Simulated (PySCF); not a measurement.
**Potassium: highly charged ions in a basis for the neutral atom**

K⁸⁺ [Ne] 3s1, K⁹⁺ [Ne]. Computed with PySCF 2.14 in aug-cc-pVDZ-X2C (6s5p3d, 36 functions), with scalar relativity by spin-free X2C-1e. No spin-orbit coupling, so a gap to NIST mixes the basis error with missing relativistic terms.

Changed run: basis of the neutral atom used for a highly charged ion. This setting is unsound on purpose.

```
species  method  sound run (hartree)  changed run (hartree)  converged
    K⁸⁺     UHF              not run             -579.67219        yes
    K⁸⁺    TPSS              not run             -580.12832        yes
    K⁸⁺  r2SCAN              not run             -580.09164        yes
    K⁹⁺     UHF              not run             -573.40047        yes
    K⁹⁺    TPSS              not run             -573.83030        yes
    K⁹⁺  r2SCAN              not run             -573.81277        yes
```

Ionisation energy of K⁸⁺:

```tsv
method	changed run (eV)	NIST (eV)
UHF	170.66	175.82
TPSS	171.38	175.82
r2SCAN	170.86	175.82
```

The contracted functions were made for the neutral atom and can be too rigid for a highly charged ion.
